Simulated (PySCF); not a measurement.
Planning an EPR job on `c1sc([BH2-])cc1` [radical].

Method: UKS B3LYP, pcH-1 on B C H S, non-relativistic, mean-field spin-orbit, GIAO (PySCF 2.14.0). Geometry: GFN2-xTB. Work: unrestricted SCF, g, hyperfine, density and orbital grids written, density fitting. A driver script takes a list of jobs; this job's settings line and coordinates (Å) are shown.

Command:
```bash
OMP_NUM_THREADS=1 python probes_run.py task.json out
```

Input:
```
{"job": {"kind": "epr", "basis": "pcH-1"}, "charge": -1, "multiplicity": 2}
B      2.213694     0.113563    -0.040331
C      0.733596     0.166960    -0.037332
C     -0.213722    -0.868165     0.123979
C     -1.543486    -0.483705     0.085447
C     -1.728678     0.865487    -0.110024
S     -0.194379     1.694399    -0.251326
H      2.762683    -0.936287     0.109243
H      2.886800     1.083795    -0.188019
H      0.108285    -1.890549     0.268041
H     -2.377079    -1.168684     0.198212
H     -2.642289     1.425856    -0.183853
```

Hardware: one thread, Arm Neoverse V1 (aarch64), shared host with 32 logical CPUs at a one-minute load of 16. PySCF's memory limit was set to 1600 MB.

The basis has 210 functions.

Estimate the wall time.

About 43 s. CPU seconds by part: SCF 17, spin–orbit mean field 1.6, g tensor 14, hyperfine 5.8.

How much memory does it need at the peak?

About 0.79 GiB. Peak memory is the resident size of the whole Python process, interpreter and libraries included.

Other jobs ran on the host; a repeat could differ by tens of per cent or more.

The run converged: ⟨S²⟩ 0.765; g_iso 2.0037.
